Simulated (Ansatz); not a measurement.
Total energies of BF3 from Ansatz at PBE-D4/def2-TZVP, gas phase (1 Eh = 27.2114 eV = 2625.5 kJ/mol). The reference geometry is relaxed at PBE-D4/def2-TZVP.

```tsv
atom	x (Å)	y (Å)	z (Å)
B1	0.0000	0.0000	0.0000
F2	0.0955	-0.2137	1.3049
F3	0.8631	0.8041	-0.6049
F4	-0.9586	-0.5904	-0.7000
```

| state | geometry | energy (Eh) |
| --- | --- | --- |
| charge 0 singlet | reference | -324.38689 |
| charge 1 doublet | reference | -323.85674 |
| charge 1 doublet | relaxed at PBE-D4/def2-TZVP | -323.85674 |
| free B atom (doublet) | – | -24.61008 |
| free F atom (doublet) | – | -99.66912 |

Q: Work out the vertical ionisation energy to the doublet.

A: E(charge 1 doublet) − E(charge 0 singlet) = -323.85674 − (-324.38689) = 0.53015 Eh = 14.43 eV. For comparison, −ε of the highest occupied level is 10.01 eV at this level, 4.42 eV less.

Q: How much does the charge 1 doublet relax, and what is the adiabatic ionisation energy?

A: Relaxation: -323.85674 − (-323.85674) = 0.00000 Eh = 0.00 eV. Adiabatic ionisation energy: 0.53015 Eh = 14.43 eV, without zero-point energy. 

Q: What is the binding energy per atom against free atoms?

A: Atoms: 1 × (-24.61008) + 3 × (-99.66912) = -323.61744 Eh. Binding: -323.61744 − (-324.38689) = 0.76945 Eh = 20.94 eV, or 5.23 eV for each of 4 atoms (no zero-point energy, no counterpoise term).
